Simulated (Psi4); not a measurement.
Cl5Ta (SMILES [Cl][Ta]([Cl])([Cl])([Cl])[Cl]), singlet, geometry from GFN2-xTB (such geometries of metal compounds can be far from the true shape) (core potentials on Ta); CAM-B3LYP/def2-TZVP (Psi4).

Psi4 was given this input:
```
memory 2 GB

molecule {
0 1
Ta   -0.00000000    0.00000000    0.00000000
Cl    1.59861123   -0.60586928    1.55347509
Cl   -1.59861123    0.60586928   -1.55347509
Cl    0.28032479    2.17020709    0.55793071
Cl    1.25052377   -0.91398127   -1.64331859
Cl   -1.53084855   -1.25622582    1.08538789
}

set {
  basis def2-tzvp
}

energy('cam-b3lyp')
print_variables()
```

The log (banner, timings and long lists left out):

```
   => Loading Basis Set <=

    Name: DEF2-TZVP
    Role: ORBITAL
    Keyword: BASIS

    !!!  WARNING: ECP capability is in beta. Please check occupations closely.  !!!

         ---------------------------------------------------------
                                   SCF
               by Justin Turney, Rob Parrish, Andy Simmonett
                          and Daniel G. A. Smith
                              RKS Reference
         ---------------------------------------------------------

  ==> Geometry <==

    Molecular point group: c1
    Full point group: C1

    Geometry (in Angstrom), charge = 0, multiplicity = 1:

       Center              X                  Y                   Z               Mass
    ------------   -----------------  -----------------  -----------------  -----------------
         TA          -0.000000000983     0.000000000000    -0.000000000983   180.947995800000
         CL           1.598611229017    -0.605869280000     1.553475089017    34.968852682000
         CL          -1.598611230983     0.605869280000    -1.553475090983    34.968852682000
         CL           0.280324789017     2.170207090000     0.557930709017    34.968852682000
         CL           1.250523769017    -0.913981270000    -1.643318590983    34.968852682000
         CL          -1.530848550983    -1.256225820000     1.085387889017    34.968852682000

  Running in c1 symmetry.

  Rotational constants: A =      0.03151  B =      0.02631  C =      0.02631 [cm^-1]
  Rotational constants: A =    944.65386  B =    788.82114  C =    788.82114 [MHz]
  Nuclear repulsion =  691.065410401081067

  Charge       = 0
  Multiplicity = 1
  Electrons    = 98
  Nalpha       = 49
  Nbeta        = 49

  ==> Algorithm <==

  SCF Algorithm Type is DF.
  DIIS enabled.
  MOM disabled.
  Fractional occupation disabled.
  Guess Type is SAD.
  Energy threshold   = 1.00e-06
  Density threshold  = 1.00e-06
  Integral threshold = 1.00e-12

  ==> Primary Basis <==

  Basis Set: DEF2-TZVP
    Blend: DEF2-TZVP
    Number of shells: 79
    Number of basis functions: 225
    Number of Cartesian functions: 256
    Spherical Harmonics?: true
    Max angular momentum: 3

  Core potential: DEF2-TZVP
    Number of shells: 4
    Number of ECP primitives: 10
    Number of ECP core electrons: 60
    Max angular momentum: 3

  ==> DFT Potential <==

   => LibXC <=

    Version 7.1.2
    S. Lehtola, C. Steigemann, M. J. T. Oliveira, and M. A. L. Marques,  SoftwareX 7, 1–5 (2018) (10.1016/j.softx.2017.11.002)

   => Composite Functional: CAM-B3LYP <=

    CAM-B3LYP Hyb-GGA Exchange-Correlation Functional

    T. Yanai, D. P. Tew, and N. C. Handy,  Chem. Phys. Lett. 393, 51 (2004) (10.1016/j.cplett.2004.06.011)

    Deriv               =              1
    GGA                 =           TRUE
    Meta                =          FALSE

    Exchange Hybrid     =           TRUE
    MP2 Hybrid          =          FALSE

   => Exchange Functionals <=

    0.3500         Becke 88 [omega = 0.3300]
    0.4600   Short-range recipe for B88 functional - erf [omega = 0.3300]

   => Exact (HF) Exchange <=

    0.4600            HF,LR [omega = 0.3300]
    0.1900               HF

   => Correlation Functionals <=

    0.1900   Vosko, Wilk & Nusair (VWN5)
    0.8100   Lee, Yang & Parr

   => LibXC Density Thresholds  <==

    XC_HYB_GGA_XC_CAM_B3LYP:  1.00E-14

   => Molecular Quadrature <=

    Radial Scheme          =       TREUTLER
    Pruning Scheme         =           NONE
    Nuclear Scheme         =       TREUTLER

    Blocking Scheme        =         OCTREE
    BS radius alpha        =              1
    Pruning alpha          =              1
    Radial Points          =             75
    Spherical Points       =            302
    Total Points           =         128198
    Total Blocks           =           1086
    Max Points             =            256
    Max Functions          =            193
    Weights Tolerance      =       1.00E-15

   => Loading Basis Set <=

    Name: (DEF2-TZVP AUX)
    Role: JKFIT
    Keyword: DF_BASIS_SCF

  ==> Integral Setup <==

  SCF_SUBTYPE=INCORE selected. In-core MEM_DF algorithm will be used.
  Using in-core AOs.

  ==> MemDFJK: Density-Fitted J/K Matrices <==

    J tasked:                   Yes
    K tasked:                   Yes
    wK tasked:                  Yes
    Omega:                3.300E-01
    Algorithm:                 Core
    Schwarz Cutoff:           1E-12
    Mask sparsity (%):       9.3748
    Fitting Condition:        1E-10

   => Auxiliary Basis Set <=

  Basis Set: (DEF2-TZVP AUX)
    Blend: DEF2-UNIVERSAL-JKFIT
    Number of shells: 235
    Number of basis functions: 867
    Number of Cartesian functions: 1116
    Spherical Harmonics?: true
    Max angular momentum: 6

  Minimum eigenvalue in the overlap matrix is 4.4928268718E-03.
  Reciprocal condition number of the overlap matrix is 9.6651796296E-04.
    Using symmetric orthogonalization.

  ==> Pre-Iterations <==

  SCF Guess: Superposition of Atomic Densities via on-the-fly atomic UHF (no occupation information).

   -------------------------
    Irrep   Nso     Nmo
   -------------------------
     A        225     225
   -------------------------
    Total     225     225
   -------------------------

  ==> Iterations <==

                           Total Energy        Delta E     RMS |[F,P]|

   @DF-RKS iter SAD: -2357.99114206524109   -2.35799e+03   0.00000e+00
   @DF-RKS iter   1: -2358.16301042463465   -1.71868e-01   3.67668e-03 ADIIS/DIIS
   @DF-RKS iter   2: -2357.21885152978166    9.44159e-01   7.61622e-03 ADIIS/DIIS
   @DF-RKS iter   3: -2358.39956503691519   -1.18071e+00   9.21938e-04 ADIIS/DIIS
   @DF-RKS iter   4: -2358.41438559675817   -1.48206e-02   2.79623e-04 ADIIS/DIIS
   @DF-RKS iter   5: -2358.41647471734132   -2.08912e-03   3.83024e-05 DIIS
   @DF-RKS iter   6: -2358.41651840130044   -4.36840e-05   1.11750e-05 DIIS
   @DF-RKS iter   7: -2358.41652373836632   -5.33707e-06   5.73359e-06 DIIS
   @DF-RKS iter   8: -2358.41652506772016   -1.32935e-06   1.10760e-06 DIIS
   @DF-RKS iter   9: -2358.41652513907366   -7.13535e-08   4.29146e-07 DIIS
  Energy and wave function converged.

  ==> Post-Iterations <==

   Electrons on quadrature grid:
      Ntotal   =   97.9999896415 ; deviation = -1.036e-05

    Orbital Energies [Eh]
    ---------------------

    Doubly Occupied:

[...]
      49A     -0.385445

    Virtual:

[...]
    Final Occupation by Irrep:
              A
    DOCC [    49 ]
    NA   [    49 ]
    NB   [    49 ]

  @DF-RKS Final Energy: -2358.41652513907366

   => Energetics <=

    Nuclear Repulsion Energy =            691.0654104010810670
    One-Electron Energy =               -4651.4200307602350222
    Two-Electron Energy =                1714.8966757115040309
    DFT Exchange-Correlation Energy =    -112.9585804914236036
    Empirical Dispersion Energy =           0.0000000000000000
    VV10 Nonlocal Energy =                  0.0000000000000000
    Total Energy =                      -2358.4165251390736557

Computation Completed

Properties will be evaluated at   0.000000,   0.000000,   0.000000 [a0]

Properties computed using the SCF density matrix

 Multipole Moments:

 ------------------------------------------------------------------------------------
     Multipole            Electronic (a.u.)      Nuclear  (a.u.)        Total (a.u.)
 ------------------------------------------------------------------------------------

 L = 1.  Multiply by 2.5417464519 to convert [e a0] to [Debye]
 Dipole X            :          0.0000204            0.0000001            0.0000205
 Dipole Y            :          0.0000213           -0.0000000            0.0000213
 Dipole Z            :         -0.0000166            0.0000001           -0.0000164
 Magnitude           :                                                    0.0000338

 ------------------------------------------------------------------------------------

  Variable Map:
  ----------------------------------------------------------------------------
[...]
  Array Variable Map:
  ----------------------------------------------------------------------------
[...]
[...]
```
